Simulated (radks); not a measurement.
The numbers below are computed, except where a source is named.
Spin polarisation of the 4d9 shell in the cadmium ion Cd3+. Start: [Kr] 4d(up 4.5, down 4.5); electrons of 4d are moved from spin down to spin up, other shells keep equal spins. Code: a radial shooting solver on a logarithmic mesh with Libxc functionals. Model: scalar-relativistic Kohn-Sham, PBE, spin-polarised, spherical densities, finite nucleus; Fermi nuclear charge, rms radius of each element as measured or else 0.836 A^(1/3) + 0.57 fm.

moment (Bohr magnetons),E - E(0) (eV),e(4d up) (eV),e(4d down) (eV),4p down minus up (eV),4s down minus up (eV)
0,0.000,-45.823,-45.823,0.000,0.000
0.25,-0.012,-45.922,-45.722,0.208,0.204
0.5,-0.050,-46.019,-45.619,0.417,0.408
0.75,-0.112,-46.114,-45.515,0.626,0.612
1,-0.200,-46.207,-45.408,0.834,0.817

At moment 1 the spin-polarisation energy is -0.200 eV and the 4d exchange splitting 0.799 eV, that is 0.799 eV per Bohr magneton; E = -I m^2/4 would give I = 0.799 eV.
